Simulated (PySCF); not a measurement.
**Radial density of Sn²⁺ (tin, charge +2)**

revPBE, [Kr] 4d9 5s2 6s1, high-spin 3D determinant (an excited configuration). All numbers are calculated (PySCF 2.14, the spin-free X2C one-electron Hamiltonian (Gaussian nucleus), in aug-cc-pwCVTZ-DK3 with one added diffuse shell each of s, p, d, f type (11s10p8d5f1g, 125 functions)).

| r (bohr) | 4πr²ρ (e/bohr) | 4πr²(ρα − ρβ) |
| --- | --- | --- |
| 0.0304 | 58.67 | 0.0005 |
| 0.0511 | 59.91 | 0.0084 |
| 0.0859 | 82.32 | 0.0644 |
| 0.145 | 61.08 | 0.2293 |
| 0.243 | 66.72 | 0.2836 |
| 0.409 | 37.02 | 0.0084 |
| 0.688 | 22.40 | 0.9218 |
| 1.16 | 13.10 | 0.8891 |
| 1.95 | 2.582 | 0.1706 |
| 3.27 | 0.3903 | 0.1358 |
| 5.51 | 0.2326 | 0.2303 |
| 9.26 | 0.004057 | 0.0041 |

Densities and radii are taken from the X2C orbitals without a picture-change correction, which distorts them close to the nucleus.

The outer electron is Rydberg-like, and this basis confines it to a smaller radius and binds it less than a complete one would.
